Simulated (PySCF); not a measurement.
Species: CH2SSe.
SMILES: `SC=[Se]`

Computed with EOM-EE-CCSD/aug-cc-pVDZ in PySCF, restricted Hartree–Fock reference, 15 core orbitals frozen, non-relativistic, gas phase, PBE0-D3(BJ)/def2-SVP geometry.

**Question.** Give the EOM-CCSD singlets and triplets.

**Answer.** 
```
    state  E (eV)      Eh  main singles (HF orbitals, share of the singles part)
singlet 1    2.32  0.0852                                         HOMO→LUMO 94 %
singlet 2    4.30  0.1581                                       HOMO-1→LUMO 86 %
singlet 3    5.08  0.1867                     HOMO→LUMO+4 37 %, HOMO→LUMO+1 36 %
singlet 4    5.47  0.2010                 HOMO-1→LUMO+4 37 %, HOMO-1→LUMO+1 24 %
triplet 1    2.08  0.0765                                         HOMO→LUMO 93 %
triplet 2    2.45  0.0901                                       HOMO-1→LUMO 90 %
```

**Question.** What is the vertical gap between the lowest excited singlet and the lowest triplet?

**Answer.** 2.32 − 2.08 = 0.24 eV (23 kJ/mol). Both are led by HOMO→LUMO.

The first EOM-IP-CCSD ionisation energy is 8.49 eV, 3.02 eV above the highest singlet listed and 6.17 eV above the lowest.

T1 diagnostic 0.017. EOM-CCSD puts states of mainly double-excitation character too high. An iterative search for so few roots can pass over a low state.

The run took 4.1 min of wall time on an Arm Neoverse V2 with one thread, on a shared host.

Conformer computed: `[SH:1][CH:2]=[Se:3]`: H–S1–C2–Se3 0°.

One conformer stands for the species.
